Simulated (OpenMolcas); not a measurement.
Yb4+: CASPT2 settings compared

```json
{
  "Program": "OpenMolcas",
  "Basis": "ANO-R1 [7s5p3d2f]",
  "Scalar Hamiltonian": "X2C, finite nucleus",
  "Active space": "12 electrons in 7 orbitals (4f)",
  "State averaging": "2S+1 = 3 even, 21 roots; 2S+1 = 1 even, 27 roots kept (CI in the orbitals of an earlier block)",
  "Spin-orbit coupling": "state interaction with AMFI integrals over the reference wave functions, term energies averaged over their components"
}
```

Methods on the same reference wave functions:
A. CASSCF
B. SS-CASPT2, IPEA 0.6 Eh, sigma2 regulariser 0.1 Eh (closed shells correlated: 5s 5p)
C. SS-CASPT2, IPEA 0.4 Eh, real shift 0.15 Eh (closed shells correlated: 5s 5p)
D. SS-CASPT2, IPEA 0.15 Eh, imaginary shift 0.4 Eh (closed shells correlated: 5s 5p)

Energies in cm⁻¹ above 4f¹² ³H₆, the measured ground level; measured values from the list in Tchang-Brillet, Wyart, Meftah and Ait Mammar, Atoms 6, 52 (2018).

```json
{"Level": "4f¹² ³H₆", "A": "0.0", "B": "0.0", "C": "0.0", "D": "0.0", "Measured": "0.0"}
{"Level": "4f¹² ³F₄ [55 %]", "A": "7260", "B": "6930", "C": "6900", "D": "6870", "Measured": "6112"}
{"Level": "4f¹² ³H₅", "A": "10060", "B": "10070", "C": "10070", "D": "10070", "Measured": "9580"}
{"Level": "4f¹² ³H₄ [56 %]", "A": "15625", "B": "15430", "C": "15420", "D": "15400", "Measured": "14405"}
{"Level": "4f¹² ³F₃", "A": "18660", "B": "17950", "C": "17890", "D": "17800", "Measured": "16372"}
{"Level": "4f¹² ³F₂", "A": "19857", "B": "19000", "C": "18940", "D": "18850", "Measured": "16877"}
{"Level": "4f¹² ¹G₄ [55 %]", "A": "25724", "B": "25760", "C": "25780", "D": "25800", "Measured": ""}
{"Level": "4f¹² ¹I₆", "A": "45571", "B": "44080", "C": "44060", "D": "44030", "Measured": "39038"}
{"Level": "4f¹² ³P₁", "A": "50192", "B": "47610", "C": "47520", "D": "47380", "Measured": ""}
{"Level": "4f¹² ³P₂ [64 %]", "A": "51473", "B": "49300", "C": "49230", "D": "49110", "Measured": "43120"}
{"Level": "4f¹² ³P₀", "A": "51811", "B": "49230", "C": "49140", "D": "49000", "Measured": ""}
```

Deviations, from unrounded energies. A percentage is the sum of absolute deviations over the sum of measured energies, with the sign that they share, or ± where signs differ.

```
                        Against measurement  Levels      A      B      C      D
             mean absolute deviation (cm-1)       7   3300   2500   2400   2400
      fine structure of the ground term (%)       2   +7.1   +6.3   +6.3   +6.2
other terms of the ground configuration (%)       5  +17.5  +13.0  +12.8  +12.5
```

B, C, D lie about equally close to measurement and A furthest from it. The largest miss of D in the table is 4f¹² ³P₂ [64 %], by +6000 cm-1. The ranking rests on the paired levels alone, and a cruder setting can come out closer through cancelling errors.

Among B to D the level of the table that moves most is 4f¹² ³P₁, by 230 cm-1 (lowest in D, highest in B). Moves below CASPT2's spread within the term are not significant.

The mean deviations of B to D differ by less than CASPT2's widest spread within a term (540 cm-1), so their order carries little weight.

From A to B the spin-free energies of the other terms of 4f¹² shown, above ³H, scale by factors of 0.92 to 1.02.

The lowest spin-free term lies below A's lowest term by 0.388 hartree in B, 0.390 hartree in C, 0.393 hartree in D.

CASPT2 breaks the degeneracy within a term, and the mean is taken; among the terms shown or strongly mixed into the levels shown the widest spread is 540 cm-1 (4f¹² ¹I, D). Terms from blocks run as CI alone lack orbitals of their own. The basis is small and was not contracted for so high a charge. Without dynamic correlation excited terms often stand tens of per cent too high (terms of higher spin than the ground term too low), and those without a measured partner can miss by more than the paired ones (holds for A). Measured partners are found by configuration, term and J. A level has none where our copy of the source lacks it or the pairing is in doubt (some pairs that miss far off the trend of their configuration count as doubtful), and it then counts in no deviation. Only configurations of the active space appear. The table leaves out levels that lie high or whose names do not pair safely across all columns.

A share in square brackets marks a mixed level and gives the weight of the term that names it, the lowest over the columns.
